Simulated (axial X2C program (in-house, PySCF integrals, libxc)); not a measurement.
**Low determinants of ZrP⁻ at the PBE0 level, scalar-relativistic**

All values were computed with an axial X2C code built on PySCF integrals. Spin-free means the one-electron spin-free X2C Hamiltonian. Basis: Zr dyall-acv3z [12s13p10d6f3g], P dyall-av3z [9s8p3d2f] (cores contracted in-house); Gaussian nuclei, density fitting, unrestricted open shells. Masses: Zr 89.905 u, P 30.974 u.

Search at 2.197 Å (vertical energies from the lowest determinant):

| ΔE (eV) | state | electrons beyond evenly filled partner blocks | electrons in σ, π, δ, φ |
| --- | --- | --- | --- |
| 0.00 | M_S = 0, Λ = 0 | closed shell | 28 24 4 0 |
| 0.45 | M_S = 1, Λ = 2 | σα, δ+α | 27 24 5 0 |
| 0.84 | M_S = 1, Λ = 1 | σα, π+α | 27 25 4 0 |
| 0.86 | M_S = 0, Λ = 2 | σα, δ+β | 27 24 5 0 |
| 1.14 | M_S = 1, Λ = 0 | 2 × σα | 28 24 4 0 |
| 1.24 | M_S = 0, Λ = 1 | σα, π+β | 27 25 4 0 |

Lowest determinant, M_S = 0, Λ = 0 (closed shell): Re = 2.196 Å, ωe = 540.0 cm⁻¹.

The determinant in row 2 of the search, M_S = 1, Λ = 2 (beyond evenly filled blocks: σα, δ+α), was followed along the bond at PBE0; measured from the minimum of the lowest determinant it gives:

Te = 0.419 eV (3378 cm⁻¹), Re = 2.247 Å, ωe = 487.2 cm⁻¹.

(1) Compare the bond of the determinant in row 2 with that of the lowest one.

The search compares states at one distance, so a state with another bond length can lie lower; it is not exhaustive and yields mostly the lowest determinant of each block pattern, so other components and higher states of one pattern are missing. These are energies of single determinants, not of spin-adapted states; PBE0 term energies can be off by some tenths of an eV, and the functional has no current term. The lowest determinant need not be the ground state where others lie within half an eV. For an anion, determinants above electron detachment are held by the basis set. Row 2 is spin-contaminated (⟨S²⟩ = 2.04 against 2.00), so its values are not those of a pure state. Row 2 has a positive highest level at its minimum.

## Answers

(1) At PBE0 its Re is 0.051 Å longer and its force constant, which goes as ωe², is 0.81 times that of the lowest determinant. This determinant mixes spin states, so it has no term energy of its own.
